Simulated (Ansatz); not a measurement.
Mulliken charges of `O=[C]([AlH2])O[SiH3]` from B3LYP/def2-TZVPP in Ansatz (PBE0-D4/def2-TZVP geometry).

```tsv
atom	x (Å)	y (Å)	z (Å)	charge (e)
O1	1.409	-0.666	0.133	-0.315
C2	0.628	0.200	-0.185	0.181
Al3	1.181	1.914	-1.098	0.489
O4	-0.692	0.056	0.065	-0.348
Si5	-1.178	-1.379	0.833	0.411
H6	0.089	2.994	-1.472	-0.125
H7	2.721	2.085	-1.395	-0.123
H8	-0.864	-2.558	-0.004	-0.052
H9	-0.567	-1.491	2.176	-0.052
H10	-2.644	-1.207	0.949	-0.065
```

Problem. By hand: the dipole of these point charges (1 e Å = 4.8032 D).

Solution. Σ q r = (-0.096, 0.254, -0.112) e Å, of length 0.294 e Å = 1.41 D.

Problem. How does the dipole of the full density compare? (Estimate.)

Solution. Computed: (-0.178, 0.216, -0.082) e Å, 1.40 D; the point charges give 1.01 times that, at 19° from its direction.

Point charges leave out the atoms' own dipoles, such as those of lone pairs, and Mulliken's split depends on the basis, so the two needn't agree.

B3LYP here is the variant with VWN-RPA as its local correlation; programs differ in this.
